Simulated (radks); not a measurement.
Task: The mean radii <r> (bohr) of the occupied orbitals of an atom or ion are listed with their occupations. Calculated with a radial shooting solver on a logarithmic mesh with Libxc functionals: Dirac Kohn-Sham, PBE, spin-unpolarised, spherical densities, finite nucleus; Fermi nuclear charge, rms radius of each element as measured or else 0.836 A^(1/3) + 0.57 fm.

| orbital | occ. | <r> |
|---|---|---|
| 1s1/2 | 2 | 0.01932 |
| 2s1/2 | 2 | 0.08125 |
| 2p1/2 | 2 | 0.06740 |
| 2p3/2 | 4 | 0.07502 |
| 3s1/2 | 2 | 0.2122 |
| 3p1/2 | 2 | 0.2020 |
| 3p3/2 | 4 | 0.2162 |
| 3d3/2 | 4 | 0.1898 |
| 3d5/2 | 6 | 0.1942 |
| 4s1/2 | 2 | 0.4779 |
| 4p1/2 | 2 | 0.4850 |
| 4p3/2 | 4 | 0.5177 |
| 4d3/2 | 4 | 0.5410 |
| 4d5/2 | 6 | 0.5525 |
| 5s1/2 | 2 | 1.170 |
| 5p1/2 | 2 | 1.309 |
| 5p3/2 | 4 | 1.419 |
| 4f5/2 | 6 | 0.7134 |
| 4f7/2 | 8 | 0.7288 |
| 6s1/2 | 2 | 3.295 |
| 6d3/2 | 1 | 10.76 |

Name the element and its charge. Open shells, if any, fill j = l - 1/2 first.

Result: Z = 71, lutetium, charge 0: Lu in [Xe] 4f14 6s2 6d1. The 1s radius gives Z: for a bare nucleus <r> = (2 gamma + 1)/(2Z) with gamma = sqrt(1 - (Z/c)^2), 0.01909 bohr for Z = 71, and screening makes it slightly larger (0.01932 here). The occupations add up to 71, and the charge is Z minus that.
